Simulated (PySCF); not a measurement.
Simulated Cl 2p region for `O[SiH2]CCl`, binding energy against the vacuum level.

Every computed line was given a Gaussian of 0.6 eV full width at half maximum and an area set by the number of equivalent atoms (split 2:1 within a doublet); the highest printed point is 100. Computed with delta-SCF UKS SCAN, pcX-2 on the ionised atom, pcseg-1 elsewhere, spin-free X2C in PySCF 2.14.0.

| binding energy (eV) | intensity |
| --- | --- |
| 205.4 | 0 |
| 205.5 | 1 |
| 205.6 | 3 |
| 205.7 | 7 |
| 205.8 | 16 |
| 205.9 | 32 |
| 206.0 | 54 |
| 206.1 | 77 |
| 206.2 | 95 |
| 206.3 | 100 |
| 206.4 | 91 |
| 206.5 | 70 |
| 206.6 | 47 |
| 206.7 | 27 |
| 206.8 | 13 |
| 206.9 | 5 |
| 207.0 | 2 |
| 207.1 | 1 |
| 207.2 | 1 |
| 207.3 | 2 |
| 207.4 | 5 |
| 207.5 | 11 |
| 207.6 | 21 |
| 207.7 | 32 |
| 207.8 | 43 |
| 207.9 | 49 |
| 208.0 | 49 |
| 208.1 | 41 |
| 208.2 | 30 |
| 208.3 | 18 |
| 208.4 | 10 |
| 208.5 | 4 |
| 208.6 | 2 |
| 208.7 | 1 |
| 208.8 | 0 |

Task: How many maxima does the curve show, and how many computed lines lie under it?

Result: The curve has 2 maxima (at 206.3 and 207.9 eV). Under it lie 2 lines from 1 inequivalent chlorine site, drawn as a 2p3/2, 2p1/2 pair.

Task: Decompose the envelope and assign each component. Numbering: `[OH:1][SiH2:2][CH2:3][Cl:4]`.

Result: 
| position (eV) | relative area | line | atoms | environment |
| --- | --- | --- | --- | --- |
| 206.29 | 0.67 | Cl 2p3/2 | Cl4 | alkyl chlorine |
| 207.94 | 0.33 | Cl 2p1/2 | Cl4 | alkyl chlorine |

Task: What are the centre and the root-mean-square width of the whole band?

Result: The area-weighted mean of the lines is 206.84 eV. Their own spread about it is 0.78 eV (rms) and each Gaussian has σ = 0.6/2.355 = 0.25 eV; the variances add, which gives 0.82 eV.

No satellites, vibrations or lifetime broadening are included. For 2p shells one spin-free hole was relaxed; a mean-field spin–orbit operator and the ground-state splitting of the three 2p orbitals were then diagonalised within the shell. The shell's mean is (2 × 2p3/2 + 2p1/2)/3, and the degeneracies 2j + 1 give areas of 2:1. 2p1/2 minus 2p3/2 (ligand field included): Cl 1.65 eV. One conformer (not necessarily the lowest) at the PBE0-D3(BJ)/def2-SVP geometry, without solvent, vibrations or thermal averaging.

On one thread, Arm Neoverse V1, on a shared host, this took 22 s wall.

Conformer computed: `[OH:1][SiH2:2][CH2:3][Cl:4]`: O1–Si2–C3–Cl4 -54°, H–O1–Si2–C3 46°.
